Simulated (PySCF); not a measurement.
C6H10N2.
Cartesian coordinates in Å at the PBE0-D3(BJ)/def2-SVP level; atoms count from 1:
```
atom  x, y, z in Å
C1     2.4784   -0.0971    0.4477
C2     1.0143    0.2967    0.2574
C3     0.8787    1.7346    0.0137
N4     0.7438    2.8658   -0.1923
C5     0.3365   -0.5045   -0.8649
C6    -1.1177   -0.1091   -1.1246
C7    -1.9769   -0.2925    0.0938
N8    -2.4968    0.6055    0.8206
H9     3.0586    0.0959   -0.4668
H10    2.9402    0.4644    1.2717
H11    2.5477   -1.1700    0.6795
H12    0.4672    0.1064    1.1983
H13    0.3970   -1.5713   -0.5910
H14    0.9191   -0.3860   -1.7929
H15   -1.1687    0.9406   -1.4588
H16   -1.5121   -0.7339   -1.9435
H17   -2.1388   -1.3434    0.4016
H18   -2.2732    1.5369    0.4467
```

Linear response at B3LYP/def2-SVPD (PySCF, frozen core in the response, non-relativistic).

Static isotropic polarisability: 82.21 au (12.18 Å³), principal values 71.9, 83.0, 91.8 au.

Task: What is the polarisability at 1064 nm and at the sodium D line?

Result: 82.80 au at 1064 nm (+0.7 %), 84.20 au at 589.3 nm (+2.4 %). The rise at 589.3 nm is 3.35 times that at 1064 nm; a pure ω² law gives 3.26. The lowest singlet lies at 239 nm, shorter than both wavelengths.

Task: What is the isotropic C6 coefficient between two such molecules, C6 = (3/π)∫α(iω)² dω?

Result: 2947 au (Eh·bohr⁶) by a ten-point quadrature over imaginary frequencies, which is 1760 eV·Å⁶ or 170 J·nm⁶/mol.

Task: Which effective excitation energy ω̄ makes London's formula C6 = (3/4)α²ω̄ exact here?

Result: ω̄ = 4·C6/(3α²) = 0.581 Eh = 15.8 eV. A one-pole form α(ω) = α/(1 − ω²/ω̄²) fitted to the 1064 nm value gives 13.8 eV.

Task: How anisotropic is the static polarisability, by Δα² = ½[(α1 − α2)² + (α2 − α3)² + (α3 − α1)²]?

Result: Δα = 17.3 au, or 0.21 of the isotropic value.

Task: The lowest 6 singlets have (eV, f): 5.18, 0.002; 6.70, 0.003; 6.98, 0.003; 7.31, 0.007; 7.49, 0.022; 7.55, 0.017. What share of the static polarisability do they carry in the sum over states α = Σ f/ω²?

Result: 0.73 au, 0.9 % of α; the largest term, 0.29 au, is that of the state at 7.49 eV. Their oscillator strengths add up to 0.05. Higher states carry the rest.

Task: What molar refraction at the D line follows from R = (4π/3)·N_A·α′, with α′ the polarisability volume?

Result: α′ = 12.48 Å³ gives R = 31.47 cm³/mol, for isolated, non-vibrating species.

Task: How many electrons N does the Slater–Kirkwood formula C6 = (3/4)·√N·α^(3/2) need to give this C6?

Result: N = (4·C6/3)²/α³ = 27.8; the species has 60 electrons in all.

Task: What three-body coefficient follows from the one-pole estimate C9 = (3/4)·α·C6?

Result: 182000 au. This is an estimate from the two numbers above, not a computed integral.

Time: 57 s of wall time. Hardware: one thread of an x86-64 server, shared host. This is the whole response run at B3LYP/def2-SVPD, SCF included.

One conformer stands for the species.
